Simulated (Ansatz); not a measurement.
Al2FH3OSi, SMILES `O[SiH]1[AlH][Al]1[F]` at its PBE0-D4/def2-TZVP geometry, where that method's forces vanish. The species carries charge 0 and has multiplicity 1.

```xyz
8

O    -0.9274    1.2526    1.8735
Si   -0.5028    0.2284    0.6541
Al    1.4012   -1.0540   -0.0122
Al   -0.5767   -0.6683   -1.5512
F    -1.5493   -1.0499   -2.8323
H    -1.5910    1.9215    1.6877
H     0.8288    0.7615   -0.1693
H     2.9174   -1.3919    0.3498
```

(1) What forces (eV/Å) does ωB97M-V/def2-TZVPP give on these atoms in Ansatz? (Best estimate.)

Results:

(1) The calculation gave: 
```
O1  -0.077  0.122  0.041
Si2  0.073 -0.044 -0.038
Al3  0.148 -0.044  0.019
Al4  0.100 -0.022  0.029
F5  -0.083 -0.018 -0.095
H6   0.043 -0.023  0.033
H7  -0.053 -0.014  0.052
H8  -0.152  0.043 -0.041
```
